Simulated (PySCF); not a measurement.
**How the method changes the constants of CsTe**

State: ²Π (doublet), unpaired electrons π ↑. Set-up: PySCF, scalar-relativistic core potentials, basis sets Cs def2-SVP with ECP46, Te def2-SVP with ECP28. De refers to Cs + Te in their high-spin ground configurations, without counterpoise correction. The functionals are run spin-unrestricted. A positive dipole means Cs(−)Te(+).

| Level | Re (Å) | ωe (cm⁻¹) | De (eV) | μ (D) |
| --- | --- | --- | --- | --- |
| UHF | 3.606 | 102 | 1.43 | -13.13 |
| UHF-MP2 | 3.547 | 107 | 1.91 | n/a |
| UHF-SCS-MP2 | 3.559 | 106 | 1.89 | n/a |
| UHF-CCSD | 3.554 | 107 | 1.83 | n/a |
| UHF-CCSD(T) | 3.552 | 107 | 1.85 | n/a |
| PBE | 3.506 | 104 | 2.27 | -10.49 |
| PW91 | 3.503 | 105 | 2.33 | -10.41 |
| BLYP | 3.550 | 100 | 2.16 | -10.33 |
| r²SCAN | 3.520 | 106 | 2.33 | -11.67 |
| PBE0 | 3.497 | 107 | 2.27 | -11.41 |
| HSE06 | 3.501 | 107 | 2.30 | -11.30 |
| M06-2X | 3.496 | 110 | 2.14 | -11.80 |

The bond length runs from 3.496 Å (M06-2X) to 3.606 Å (UHF). De spans 1.43 eV (UHF, mean field) to 2.33 eV (PW91, GGA). Correlation at CCSD(T) changes the Hartree–Fock bond energy by +0.42 eV; the triples alone change it by +0.02 eV.

Correlated steps freeze 4 core orbitals. Correlated levels converge slowly with the basis: in double zeta they bind strong bonds too weakly, by up to about 1 eV, and carry superposition errors of some tenths. These are scalar-relativistic numbers at best; spin–orbit coupling would shift them, the dissociation energy most. Counting both spins, an empty level lies below a filled one in some of these solutions, because spin and occupation are held. The state is the lowest determinant that a PBE0 search found; another state may lie lower at other levels.
